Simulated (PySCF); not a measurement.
# `InChI=1S/C5H6FNO2/c1-3(5(8)9)4(6)2-7/h3-4H,1H3,(H,8,9)/t3-,4+/m1/s1`

Geometry (Å), atoms numbered from 1 in this order:
```xyz
15

C     0.665    1.555   -0.162
C     0.066    0.161   -0.371
C     0.914   -0.849    0.382
O     0.765   -1.139    1.537
O     1.876   -1.354   -0.386
C    -1.371    0.102    0.172
F    -2.146    1.060   -0.445
C    -1.943   -1.214   -0.063
N    -2.374   -2.250   -0.272
H     0.032    2.302   -0.635
H     1.656    1.604   -0.605
H     0.741    1.778    0.901
H     0.071   -0.088   -1.436
H     2.428   -1.978    0.112
H    -1.385    0.319    1.250
```

Level of theory: GIAO BHandHLYP/pcSseg-1 magnetisability, rotational g tensor and spin-rotation constants, non-relativistic, gas phase in PySCF. Geometry: GFN2-xTB.

(1) Give the nuclear spin-rotation constants along the inertial axes (H = +C I·J) beside the isotropic shieldings.

Answers

(1) Rotational constants 2.0963, 1.3984, 0.9886 GHz. A star marks the isotopologue with that one atom substituted, in its own axes.
```tsv
atom	isotope	Caa (kHz)	Cbb (kHz)	Ccc (kHz)	mean (kHz)	σ (ppm)
F7	19F	0.615	0.429	0.382	0.476	414.2
N9	14N	0.454	0.086	0.220	0.254	-53.7
H10	1H	-0.092	-0.061	-0.107	-0.087	30.0
H11	1H	-0.041	-0.133	-0.086	-0.087	30.2
H12	1H	-0.236	-0.146	0.008	-0.124	30.6
H13	1H	-0.231	-0.165	0.045	-0.117	28.8
H14	1H	-0.037	-0.082	-0.091	-0.070	25.4
H15	1H	-0.207	-0.157	0.061	-0.101	26.7
C1	13C*	0.310	0.189	0.134	0.211	169.6
C2	13C*	0.347	0.281	0.193	0.274	138.4
C3	13C*	0.997	0.448	0.363	0.603	4.8
O4	17O*	-0.851	-0.339	-0.555	-0.582	-95.5
O5	17O*	-0.374	-0.324	-0.230	-0.309	133.1
C6	13C*	0.447	0.337	0.240	0.342	106.9
C8	13C*	0.882	0.079	0.417	0.460	64.4
```
For the geometry as given, no vibrational averaging.
